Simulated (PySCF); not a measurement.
CH$_{5}$FOSi, CH$_{6}$BNSi, AlBH$_{4}$N, AlH$_{3}$NO and others (calculated)

All values are calculated (PySCF 2.14.0). Calculation on a computer-drawn molecule: optimised geometry and harmonic frequencies of an isolated molecule of the commonest isotopes, restricted reference for singlets and unrestricted otherwise, frozen core in MP2.

Common to all runs: multiplicity 1; method HF; basis cc-pV(D+d)Z.

(1) CH$_{5}$FOSi

Start structure:
```xyz
9
CH5FOSi
C     -0.1807    -1.7292    -1.0368
O     -0.9376    -0.5493    -1.2264
Si    -1.4166     0.6420    -0.1741
F     -0.1408     1.2532     0.5155
H     -0.6212    -2.4021    -0.4405
H      0.8978    -1.4101    -0.5943
H      0.0578    -2.0678    -2.1065
H     -2.0542     1.5554    -1.0899
H     -2.1454     0.0331     1.0077
```

- charge: 0
- rotational constants: 12.71, 3.843, 3.243 GHz
- total energy: -504.1199 hartree
- convergence status largest gradient component: 7.928e-06 hartree/bohr

Drawn bonds:
```
atom  other atom  order
   1           2      1
   2           3      1
   3           4      1
   1           5      1
   1           6      1
   1           7      1
   3           8      1
   3           9      1
```

Optimised structure:
```xyz
9
CH5FOSi
C     -0.1084    -1.6660    -1.0599
O     -0.8169    -0.4740    -1.2991
Si    -1.3857     0.5888    -0.2131
F     -0.1608     1.2729     0.5819
H     -0.5986    -2.2729    -0.2941
H      0.9129    -1.4506    -0.7421
H     -0.0779    -2.2326    -1.9882
H     -2.1007     1.6377    -0.9420
H     -2.2047    -0.0782     0.8112
```

Modes:
```
frequency (cm⁻¹)  reduced mass (dalton)
           79.56                   1.18
           88.59                  2.695
           211.5                  2.849
             371                    8.6
           750.2                  1.516
           793.7                  2.976
           821.2                  1.236
           895.1                  4.971
            1031                  1.315
            1044                  1.084
            1232                  4.153
            1272                   1.27
            1306                   1.57
            1596                  1.117
            1601                  1.066
            1607                  1.045
            2358                  1.042
            2403                  1.041
            3179                  1.035
            3255                  1.105
            3293                  1.105
```

(2) CH$_{6}$BNSi

Start structure:
```xyz
10
CH6BNSi
N     -2.7270     0.8283     0.1632
B     -1.4641     0.4106     0.1843
C     -0.1569    -0.0757     0.0799
Si     0.3030    -1.8156    -0.3267
H     -3.2247     1.2285    -0.6665
H     -3.3357     0.8051     0.9624
H      0.7582     0.5297     0.3643
H      1.0000    -2.5676     0.7847
H      1.1967    -1.8515    -1.5219
H     -0.9200    -2.6491    -0.6716
```

- charge: 0
- rotational constants: 22.13, 2.457, 2.297 GHz
- total energy: -409.4432 hartree
- convergence status largest gradient component: 2.377e-05 hartree/bohr

Drawn bonds:
```
atom  other atom  order
   1           2      1
   2           3      2
   3           4      1
   1           5      1
   1           6      1
   3           7      1
   4           8      1
   4           9      1
   4          10      1
```

Optimised structure:
```xyz
10
CH6BNSi
N     -2.7263     0.8165     0.1522
B     -1.4301     0.3866     0.1414
C     -0.1201    -0.0820     0.1209
Si     0.2909    -1.8200    -0.3353
H     -3.1721     1.2062    -0.6528
H     -3.3097     0.7513     0.9608
H      0.6873     0.5979     0.3813
H      0.9859    -2.5485     0.7588
H      1.1813    -1.9030    -1.5232
H     -0.9576    -2.5623    -0.6522
```

Modes:
```
frequency (cm⁻¹)  reduced mass (dalton)
           123.4                  3.733
           145.9                  1.173
           339.5                  1.252
           396.1                  2.176
           441.8                  1.248
           489.7                  4.006
           641.8                  1.762
           676.3                  1.047
           776.9                  1.322
           827.3                  2.661
           973.9                  1.611
            1020                  1.173
            1027                  1.262
            1037                  1.084
            1057                   1.05
            1186                  2.329
            1688                  1.175
            1871                  7.104
            2262                   1.05
            2271                   1.05
            2290                   1.02
            3306                  1.087
            3809                   1.05
            3913                  1.099
```

(3) AlBH$_{4}$N

Start structure:
```xyz
7
AlBH4N
B     -0.7929    -2.3478     0.6946
N     -0.6401    -1.1792     1.3622
Al     0.3307     0.4945     0.8637
H     -0.8659    -3.2932     0.1061
H     -0.9193    -0.9287     2.2882
H      0.2427     1.4244     2.0084
H      1.0556     0.5234    -0.4660
```

- charge: 1
- rotational constants: 43.53, 5.588, 4.953 GHz
- total energy: -323.1742 hartree
- convergence status largest gradient component: 1.347e-05 hartree/bohr

Drawn bonds:
```
atom  other atom  order
   1           2      1
   2           3      1
   1           4      1
   2           5      1
   3           6      1
   3           7      1
```

Optimised structure:
```xyz
7
AlBH4N
B     -0.7251    -2.2194     0.7049
N     -0.5998    -1.1322     1.4086
Al     0.3509     0.4807     0.8954
H     -0.8091    -3.1747     0.0336
H     -1.0385    -1.1069     2.3239
H      0.2674     1.5542     2.0096
H      0.9649     0.2916    -0.5188
```

Modes:
```
frequency (cm⁻¹)  reduced mass (dalton)
           188.4                  2.424
           199.2                  1.329
           512.8                  1.752
           538.3                  2.231
           551.5                  1.155
           643.7                  1.201
           772.7                   1.06
           835.6                   1.36
           840.7                  1.377
            1098                  1.204
            1632                  5.568
            2100                  1.018
            2141                  1.069
            2999                  1.149
            3679                  1.076
```

(4) AlH$_{3}$NO

Start structure:
```xyz
6
AlH3NO
N     -0.5195    -1.0106    -3.5466
Al    -0.7248    -0.4143    -1.8881
O     -0.9084     0.0397    -0.2983
H      0.4684    -1.1620    -3.8802
H     -1.1138    -0.7355    -4.2428
H     -0.9659     0.3801     0.5372
```

* charge: 1
* rotational constants: 367.7, 5.155, 5.083 GHz
* total energy: -372.8069 hartree
* convergence status largest gradient component: 1.212e-05 hartree/bohr

Drawn bonds:
```
atom  other atom  order
   1           2      1
   2           3      1
   1           4      1
   1           5      1
   3           6      1
```

Optimised structure:
```xyz
6
AlH3NO
N     -0.4483    -0.8578    -3.5014
Al    -0.6746    -0.3846    -1.8805
O     -0.8857     0.0571    -0.3673
H      0.4078    -1.2299    -3.8790
H     -1.1515    -0.8061    -4.2203
H     -1.0116     0.3187     0.5297
```

Modes:
```
frequency (cm⁻¹)  reduced mass (dalton)
           180.2                  5.315
           201.3                  10.72
           269.5                  1.106
           319.5                  1.106
           468.4                  1.203
           735.2                  1.243
             810                  6.147
            1212                   11.1
            1640                  1.096
            3737                  1.052
            3820                  1.095
            4228                  1.073
```

(5) F$_{2}$OSi

Start structure:
```xyz
4
F2OSi
O     -2.0038    -4.3812    -0.0213
Si    -2.1847    -2.9446     0.1400
F     -2.6243    -2.0950     1.4236
F     -2.1975    -1.7244    -0.9613
```

- charge: 0
- rotational constants: 8.644, 7.404, 3.988 GHz
- total energy: -562.7917 hartree
- convergence status largest gradient component: 3.24e-05 hartree/bohr

Drawn bonds:
```
atom  other atom  order
   1           2      2
   2           3      1
   2           4      1
```

Optimised structure:
```xyz
4
F2OSi
O     -1.9902    -4.3461    -0.0287
Si    -2.2340    -2.8965     0.1329
F     -2.6118    -2.1229     1.4473
F     -2.1743    -1.7797    -0.9705
```

Modes:
```
frequency (cm⁻¹)  reduced mass (dalton)
           367.5                  19.49
           368.7                  18.39
           413.6                  23.03
           859.6                  18.63
            1028                  22.48
            1430                   20.1
```

(6) CH$_{2}$BCl

Start structure:
```xyz
5
CH2BCl
C     -1.5155    -0.8264    -0.4564
B     -2.0269     0.3674    -1.0133
Cl    -2.5680     1.7300    -1.6999
H     -0.5418    -1.0220    -0.3287
H     -2.2038    -1.4762     0.0540
```

- charge: 0

Drawn bonds:
```
atom  other atom  order
   1           2      2
   2           3      1
   1           4      1
   1           5      1
```

## Withheld values
1. Estimate the rotational constants of CH$_{2}$BCl (entry 6).
2. What total energy does the calculation give for CH$_{2}$BCl (entry 6)?
3. Give the table of modes values for CH$_{2}$BCl (entry 6).

## Answers
1. 294.5, 4.759, 4.684 GHz
2. -523.2028 hartree
3. 
Modes:
```
frequency (cm⁻¹)  reduced mass (dalton)
           293.5                  2.155
           350.3                  6.728
           690.1                  7.143
           783.6                  1.831
           787.5                  1.277
            1419                  1.137
            1735                  7.043
            3307                  1.061
            3391                   1.11
```

Further results for CH$_{2}$BCl (entry 6):

* convergence status largest gradient component: 1.684e-05 hartree/bohr

Optimised structure:
```xyz
5
CH2BCl
C     -1.5478    -0.8008    -0.4004
B     -2.0118     0.3526    -0.9995
Cl    -2.5832     1.7725    -1.7369
H     -0.4899    -1.0323    -0.3563
H     -2.2234    -1.5192     0.0489
```
